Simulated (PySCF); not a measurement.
**Zinc: a sound run and one with changed settings**

Sound run: Zn⁺ [Ar] 3d10 4s1, Zn²⁺ [Ar] 3d10. Calculation: PySCF 2.14, in cc-pVDZ-PP with ECP10MDF (4s4p3d1f, 38 functions); a scalar-relativistic core potential. The sound run starts from symmetry-adapted Hartree-Fock orbitals and uses a fine grid where one is needed.

Changed run: basis STO-3G, all-electron and non-relativistic. This setting is unsound on purpose.

```
species  method  sound run (hartree)  changed run (hartree)  converged
    Zn⁺     UHF           -225.66168            -1756.39912        yes
    Zn⁺    TPSS           -226.68313            -1757.51202        yes
    Zn⁺     PBE           -226.75027            -1757.16783        yes
   Zn²⁺     UHF           -225.04577            -1755.88982        yes
   Zn²⁺    TPSS           -226.01629            -1756.97862        yes
   Zn²⁺     PBE           -226.07127            -1756.62175        yes
```

Ionisation energy of Zn⁺:

```
method  sound run (eV)  changed run (eV)
   UHF          16.760            13.859
  TPSS          18.146            14.514
   PBE          18.476            14.860
```

A minimal basis cannot let orbitals breathe on ionisation and holds almost no correlation. The Hamiltonian changed with the basis, so the totals do not compare.

For comparison, NIST gives 17.964 eV between the lowest levels.
